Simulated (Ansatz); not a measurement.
Born–Oppenheimer molecular dynamics of Cl₅Zr (6 atoms, charge 0, multiplicity 2). It starts at the highest image of a converged band. Of that band: A structure lower than the last end lies on the path between it and the top, so the climb from that side starts below the end, which may itself be a saddle point or a shallow side well. Neighbouring images differ by up to 2.7 eV, so the band resolves the path poorly. A vibrational analysis at the climbing image gives one clearly imaginary mode, 351i cm⁻¹: a first-order saddle point.

Theory: UHF/def2-SVP in Ansatz.

* ensemble: NVE (velocity Verlet)
* time step: 0.5 fs
* steps asked: 200
* starting velocities drawn for: 300 K
* seed: 11502

First frame:

```xyz
6
Properties=species:S:1:pos:R:3
Zr -0.001 0.000 -0.359
Cl -0.029 0.000 2.720
Cl 2.360 0.000 -0.562
Cl -1.175 2.040 -0.630
Cl -1.175 -2.040 -0.630
Cl 0.023 0.000 4.824
```

Q: How far do the bonds stretch over the last three quarters of this one trajectory? (Pairs bonded in most of those frames.)

A: 
| bond | mean (Å) | spread (Å) | shortest | longest |
| --- | --- | --- | --- | --- |
| Zr1–Cl2 | 3.296 | 0.116 | 3.13 | 3.54 |
| Zr1–Cl3 | 2.389 | 0.040 | 2.34 | 2.46 |
| Zr1–Cl4 | 2.380 | 0.043 | 2.31 | 2.44 |
| Zr1–Cl5 | 2.387 | 0.034 | 2.33 | 2.43 |
| Cl2–Cl6 | 2.028 | 0.016 | 2.01 | 2.07 |

Pairs bonded in part of these frames only: Zr1–Cl2 88 %.

Mean temperature of the second half: 305 K. The conserved energy stayed within 0.0046 meV per atom of its start (net change -0.00083 meV per atom), so the integration is sound. A run of 0.1 ps of so small a system gives no equilibrium averages.

Time of the run: 5.8 min on 4 threads of Intel(R) Xeon(R) 6975P-C (Granite Rapids), on a shared host, peak memory 0.54 GiB.
